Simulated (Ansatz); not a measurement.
A structure relaxed at PBE-D4/def2-SVP in Ansatz, charge 0, singlet:

Cartesian coordinates in Å:
```
Al -0.2742 -1.3046 1.5420
Al -0.5366 0.8759 -2.9784
Al -1.3741 -1.3662 -1.6656
Al -2.1726 0.6206 -0.0344
Al 0.1644 0.9402 2.8738
Al 1.0198 0.5642 -0.2660
Al 2.2896 -0.5827 2.5262
As -2.8393 0.5774 -2.3944
As -2.4126 -1.8240 0.5205
As 2.2366 1.2192 4.0274
As 0.7446 -1.2915 -2.9997
As 1.8040 1.0810 -2.4828
As 1.9213 -1.6959 0.4225
As -0.5709 2.1865 0.9089
```

Give its formula.

Al₇As₇.

Summarise the bond lengths by kind (pairs closer than 1.2 times the sum of covalent radii, bridged metal pairs left out).

18 × Al–As 2.35 to 2.56 Å; 1 × Al–Al 2.65 Å; 1 × As–As 2.65 Å.
